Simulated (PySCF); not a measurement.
HBCl2, singlet, geometry from GFN2-xTB; PySCF with CASSCF(4,4)/STO-3G.

Input for PySCF:
```python
from pyscf import gto, scf, mcscf
import numpy

mol = gto.M(
    atom='''
B    -0.50500940   -0.30371861   -0.36257489
H    -1.36125773   -0.81867646   -0.97732413
Cl   -0.33815679    1.38907437   -0.39373402
Cl    0.56676295   -1.25158792    0.55786334
''',
    basis='sto-3g',
    verbose=4,
)

mf = scf.RHF(mol)
mf.kernel()
mc = mcscf.CASSCF(mf, 4, 4)
mc.fix_spin_(ss=0.0)
mc.kernel()
occ = numpy.linalg.eigvalsh(mc.fcisolver.make_rdm1(mc.ci, mc.ncas, mc.nelecas))[::-1]
ss = mc.fcisolver.spin_square(mc.ci, mc.ncas, mc.nelecas)[0]
print('natural occupations', occ.round(4), ' <S^2>', round(ss, 4))
```

Question: What does PySCF print? Leave out banner, timings and long lists.

Answer: 
```
PySCF version 2.14.0

[INPUT] verbose = 4
[INPUT] num. atoms = 4
[INPUT] num. electrons = 40
[INPUT] charge = 0
[INPUT] spin (= nelec alpha-beta = 2S) = 0
[INPUT] symmetry False subgroup None
[INPUT] Mole.unit = angstrom
[INPUT] Symbol           X                Y                Z      unit          X                Y                Z       unit  Magmom
[...]
nuclear repulsion = 114.17974258877
number of shells = 14
number of NR pGTOs = 72
number of NR cGTOs = 24
basis = sto-3g
ecp = {}

******** <class 'pyscf.scf.hf.RHF'> ********
method = RHF
initial guess = minao
damping factor = 0
level_shift factor = 0
DIIS = <class 'pyscf.scf.diis.CDIIS'>
diis_start_cycle = 1
diis_space = 8
diis_damp = 0
SCF conv_tol = 1e-09
SCF conv_tol_grad = None
SCF max_cycles = 50
direct_scf = True
direct_scf_tol = 1e-13
Set gradient conv threshold to 3.16228e-05
Initial guess from minao.
init E= -933.947803780019
[...]
cycle= 1 E= -934.107796454499  delta_E= -0.16  |g|= 0.386  |ddm|= 2.37
[...]
cycle= 2 E= -934.172990464354  delta_E= -0.0652  |g|= 0.109  |ddm|= 0.88
[...]
cycle= 3 E= -934.177667395236  delta_E= -0.00468  |g|= 0.0201  |ddm|= 0.192
[...]
cycle= 4 E= -934.177935059367  delta_E= -0.000268  |g|= 0.00189  |ddm|= 0.0604
[...]
cycle= 5 E= -934.177938686124  delta_E= -3.63e-06  |g|= 0.00064  |ddm|= 0.00593
[...]
cycle= 6 E= -934.17793907656  delta_E= -3.9e-07  |g|= 7.34e-05  |ddm|= 0.00239
[...]
cycle= 7 E= -934.177939081935  delta_E= -5.38e-09  |g|= 6.21e-06  |ddm|= 0.000274
[...]
cycle= 8 E= -934.177939081959  delta_E= -2.41e-11  |g|= 7.48e-07  |ddm|= 2.01e-05
[...]
Extra cycle  E= -934.177939081959  delta_E= 2.27e-13  |g|= 2.5e-07  |ddm|= 2.18e-06
converged SCF energy = -934.177939081959

******** <class 'pyscf.mcscf.mc1step.CASSCF'> ********
CAS (2e+2e, 4o), ncore = 18, nvir = 2
max_cycle_macro = 50
max_cycle_micro = 4
conv_tol = 1e-07
conv_tol_grad = None
orbital rotation max_stepsize = 0.02
orbital rotation threshold for CI restart = 0.01
augmented hessian ah_max_cycle = 30
augmented hessian ah_conv_tol = 1e-12
augmented hessian ah_linear dependence = 1e-14
augmented hessian ah_level shift = 1e-08
augmented hessian ah_start_tol = 2.5
augmented hessian ah_start_cycle = 3
augmented hessian ah_grad_trust_region = 3
kf_trust_region = 3
kf_interval = 4
ci_response_space = 4
ci_grad_trust_region = 3
with_dep4 0
natorb = False
canonicalization = True
sorting_mo_energy = False
ao2mo_level = 2
internal_rotation = False
******** <class 'pyscf.fci.addons.SpinPenaltyFCISolver'> ********
max. cycles = 50
conv_tol = 1e-08
davidson only = True
linear dependence = 1e-12
level shift = 0.001
max iter space = 12
nroots = 1
pspace_size = 400
spin = None
CASCI E = -934.178528193745  S^2 = 0.0000000
Set conv_tol_grad to 0.000316228
macro iter   1 ( 12 JK    3 micro), CASSCF E = -934.178809549295  dE = -2.81355550e-04  S^2 = 0.0000000
               |grad[o]|=0.00159  |grad[c]|=0.0192  |ddm|=0.00243  |maxRot[o]|=0.113
macro iter   2 ( 21 JK    4 micro), CASSCF E = -934.180554754197  dE = -1.74520490e-03  S^2 = 0.0000000
               |grad[o]|=0.00179  |grad[c]|=0.0581  |ddm|=0.0219  |maxRot[o]|=0.293
macro iter   3 ( 21 JK    4 micro), CASSCF E = -934.182918026407  dE = -2.36327221e-03  S^2 = 0.0000000
               |grad[o]|=0.00462  |grad[c]|=0.0466  |ddm|=0.0188  |maxRot[o]|=0.208
macro iter   4 ( 21 JK    4 micro), CASSCF E = -934.183847970427  dE = -9.29944020e-04  S^2 = 0.0000000
               |grad[o]|=0.00545  |grad[c]|=0.0128  |ddm|=0.00409  |maxRot[o]|=0.0893
macro iter   5 ( 21 JK    4 micro), CASSCF E = -934.184204202700  dE = -3.56232273e-04  S^2 = 0.0000000
               |grad[o]|=0.00457  |grad[c]|= 0.01  |ddm|=0.00506  |maxRot[o]|=0.0352
macro iter   6 ( 21 JK    4 micro), CASSCF E = -934.184394670621  dE = -1.90467921e-04  S^2 = 0.0000000
               |grad[o]|=0.00409  |grad[c]|=0.0102  |ddm|=0.00554  |maxRot[o]|=0.0225
macro iter   7 ( 21 JK    4 micro), CASSCF E = -934.184550986924  dE = -1.56316302e-04  S^2 = 0.0000000
[...]
macro iter  32 ( 21 JK    4 micro), CASSCF E = -934.196391317644  dE = -1.17256957e-06  S^2 = 0.0000000
               |grad[o]|=0.00278  |grad[c]|=0.00646  |ddm|=0.0122  |maxRot[o]|=0.00186
macro iter  33 ( 21 JK    4 micro), CASSCF E = -934.196391719104  dE = -4.01459602e-07  S^2 = 0.0000000
               |grad[o]|=0.00278  |grad[c]|=0.00646  |ddm|=0.0122  |maxRot[o]|=0.00155
macro iter  34 ( 21 JK    4 micro), CASSCF E = -934.196391511710  dE =  2.07393555e-07  S^2 = 0.0000000
               |grad[o]|=0.00278  |grad[c]|=0.00646  |ddm|=0.0122  |maxRot[o]|=0.00126
macro iter  35 ( 21 JK    4 micro), CASSCF E = -934.196631399530  dE = -2.39887820e-04  S^2 = 0.0000000
               |grad[o]|=0.00278  |grad[c]|=0.00197  |ddm|=0.0101  |maxRot[o]|=0.048
macro iter  36 ( 12 JK    3 micro), CASSCF E = -934.197065317173  dE = -4.33917643e-04  S^2 = 0.0000000
               |grad[o]|=0.00259  |grad[c]|=0.00072  |ddm|=0.0133  |maxRot[o]|=0.0821
macro iter  37 ( 21 JK    4 micro), CASSCF E = -934.197086411537  dE = -2.10943639e-05  S^2 = 0.0000000
               |grad[o]|=0.0024  |grad[c]|=0.00472  |ddm|=0.00792  |maxRot[o]|=0.00809
macro iter  38 ( 21 JK    4 micro), CASSCF E = -934.197040048161  dE =  4.63633762e-05  S^2 = 0.0000000
               |grad[o]|=0.00232  |grad[c]|=0.00554  |ddm|=0.00898  |maxRot[o]|=0.00995
macro iter  39 ( 17 JK    4 micro), CASSCF E = -934.197385561193  dE = -3.45513033e-04  S^2 = 0.0000000
               |grad[o]|=0.00247  |grad[c]|=0.00197  |ddm|=0.00896  |maxRot[o]|=0.0593
macro iter  40 ( 21 JK    4 micro), CASSCF E = -934.197428218749  dE = -4.26575555e-05  S^2 = 0.0000000
               |grad[o]|=0.00213  |grad[c]|=0.00329  |ddm|=0.00453  |maxRot[o]|=0.00951
macro iter  41 ( 21 JK    4 micro), CASSCF E = -934.197388350156  dE =  3.98685931e-05  S^2 = 0.0000000
               |grad[o]|=0.00206  |grad[c]|=0.00459  |ddm|=0.0065  |maxRot[o]|=0.00876
macro iter  42 ( 17 JK    4 micro), CASSCF E = -934.197660053386  dE = -2.71703230e-04  S^2 = 0.0000000
               |grad[o]|=0.00217  |grad[c]|=0.00177  |ddm|=0.00657  |maxRot[o]|=0.0492
macro iter  43 ( 21 JK    4 micro), CASSCF E = -934.197678349652  dE = -1.82962659e-05  S^2 = 0.0000000
               |grad[o]|=0.00176  |grad[c]|=0.00294  |ddm|=0.00372  |maxRot[o]|=0.00794
macro iter  44 ( 21 JK    4 micro), CASSCF E = -934.197646402460  dE =  3.19471920e-05  S^2 = 0.0000000
               |grad[o]|=0.00175  |grad[c]|=0.00452  |ddm|=0.00604  |maxRot[o]|=0.00864
macro iter  45 ( 17 JK    4 micro), CASSCF E = -934.197758894012  dE = -1.12491552e-04  S^2 = 0.0000000
               |grad[o]|=0.00187  |grad[c]|=0.00112  |ddm|=0.00168  |maxRot[o]|=0.0191
macro iter  46 ( 21 JK    4 micro), CASSCF E = -934.197768343207  dE = -9.44919452e-06  S^2 = 0.0000000
               |grad[o]|=0.00161  |grad[c]|=0.00283  |ddm|=0.00385  |maxRot[o]|=0.00487
macro iter  47 ( 21 JK    4 micro), CASSCF E = -934.197776797501  dE = -8.45429395e-06  S^2 = 0.0000000
               |grad[o]|=0.00161  |grad[c]|=0.00457  |ddm|=0.00663  |maxRot[o]|=0.0117
macro iter  48 (  7 JK    2 micro), CASSCF E = -934.198013514803  dE = -2.36717302e-04  S^2 = 0.0000000
               |grad[o]|=0.00166  |grad[c]|=0.00236  |ddm|=0.00742  |maxRot[o]|=0.0573
macro iter  49 (  6 JK    2 micro), CASSCF E = -934.198108070834  dE = -9.45560312e-05  S^2 = 0.0000000
               |grad[o]|=0.00102  |grad[c]|=0.00184  |ddm|=0.00365  |maxRot[o]|=0.0452
macro iter  50 ( 11 JK    4 micro), CASSCF E = -934.198111482440  dE = -3.41160569e-06  S^2 = 0.0000000
               |grad[o]|=0.000549  |grad[c]|=0.00093  |ddm|=0.000898  |maxRot[o]|=0.00674
1-step CASSCF not converged,  50 macro (977 JK 194 micro) steps
CASSCF canonicalization
Density matrix diagonal elements [1.98445142 1.98357384 0.01445339 0.01752135]
CASSCF energy = -934.198111482440
CASCI E = -934.198111482440  E(CI) = -4.92046568571050  S^2 = 0.0000000
natural occupations [1.9871 1.9824 0.0175 0.013 ]  <S^2> 0.0
```

The run did not converge; its last values are not results.
